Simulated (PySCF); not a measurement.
**From a computed spectrum to the compound**

A species of 7 atoms with charge 1 has these harmonic modes (PBE0, small Gaussian bases with core potentials, PySCF 2.14.0):

```tsv
cm⁻¹	km/mol	symmetry
98	0.0	a2
156	1.3	b1
300	9.1	a1
347	10.1	a1
390	6.5	b2
459	40.2	b1
567	0.2	b2
608	0.4	a1
776	47.7	b2
816	0.0	a2
853	79.2	a1
940	6.6	b2
1200	486.6	a1
1944	72.6	b2
1970	215.2	a1
```

Problem. Which species is it, and in which structure?

Solution. [Bi(ox)]+ (singlet):
```xyz
7

Bi    0.0000    0.0000   -0.8035
O     1.3437    0.0000    0.7513
O    -1.3437    0.0000    0.7513
C     0.7748    0.0000    2.0091
C    -0.7748    0.0000    2.0091
O     1.4265    0.0000    2.9903
O    -1.4265    0.0000    2.9903
```
Ideal gas at 298.15 K and 1 bar: S = 347.2 J/(mol K), Cp = 94.4 J/(mol K), H − H(0 K) = 18.7 kJ/mol (rigid rotor, harmonic modes, spin degeneracy alone). 
 Other answers can fit too; this one was computed.
